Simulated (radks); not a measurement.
Results of a calculation; reference values are marked as such.
Gd52+, 12 electrons, occupied as [Ne] 3s2. Code: a radial shooting solver on a logarithmic mesh with Libxc functionals. Model: Dirac Kohn-Sham, LB94 model potential, spin-unpolarised, spherical densities, finite nucleus; Fermi nuclear charge, rms radius 5.1569 fm.

Unscreened Slater integrals over Kohn-Sham orbitals (cm^-1). Large and small components are both included.

integral,value
"F0(3s1/2,3s1/2)",898340
"F0(3s1/2,2p3/2)",1173400
"G1(3s1/2,2p3/2)",122460
"F0(3s1/2,2p1/2)",1190500
"G1(3s1/2,2p1/2)",124980
"F0(3s1/2,2s1/2)",1154800
"G0(3s1/2,2s1/2)",106010
"F0(2p3/2,2p3/2)",2418400
"F2(2p3/2,2p3/2)",1153800
"F0(2p3/2,2p1/2)",2517300
"G2(2p3/2,2p1/2)",1134800
"F0(2p3/2,2s1/2)",2269400
"G1(2p3/2,2s1/2)",1281200
"F0(2p1/2,2p1/2)",2633700
"F0(2p1/2,2s1/2)",2349000
"G1(2p1/2,2s1/2)",1248000
"F0(2s1/2,2s1/2)",2176600
